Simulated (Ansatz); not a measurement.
HGa, SMILES `[GaH]` (lower singlet) (charge 0, multiplicity 1). This singlet lies 2.07 eV below the relaxed triplet at the level composite: frozen-core CCSD(T) with HF/cc-pV5Z and the correlation energy extrapolated as X^-3 from cc-pVQZ and cc-pV5Z, plus CCSDT(Q) minus CCSD(T) in cc-pVTZ // B3LYP-D3(BJ)/def2-TZVP (Ansatz, a quantum-chemistry and plane-wave program).

All values below come from r2SCAN0/cc-pVTZ // B3LYP-D3(BJ)/def2-TZVP run with Ansatz.

Ansatz 0.2 input:
```yaml
crystal:
  periodic: [false, false, false]
  atoms:
    - { symbol: Ga, position_ang: [0.844507, 0.0, 0.0] }
    - { symbol: H, position_ang: [-0.844507, 0.0, 0.0] }
basis:
  gaussian: { orbitals: cc-pVTZ }
hamiltonian:
  xc: r2scan0
```

Output:

```
Functional definition: r2SCAN0
460 factors; their error is unknown
mean field evaluation 1: about -52392.3507 eV, gradient 1.2e1 eV
mean field evaluation 2: about -52392.6243 eV, gradient 8.7e0 eV
mean field evaluation 4: about -52392.7955 eV, gradient 2.2e-1 eV
mean field evaluation 8: about -52392.9937 eV, gradient 3.8e-4 eV
mean field -52392.99366445 eV, -1925.4070039221 hartree, gradient 5.8e-5 eV, S^2 0.000000; 0 other end points of the search recorded, 0 dependent functions left out
reference -52392.99367193 eV, -1925.4070041966 hartree; 16, 16 occupied and 41, 41 virtual orbitals, 460 factors
Total energy: -52392.99367193 eV, -1925.4070041966 hartree
```
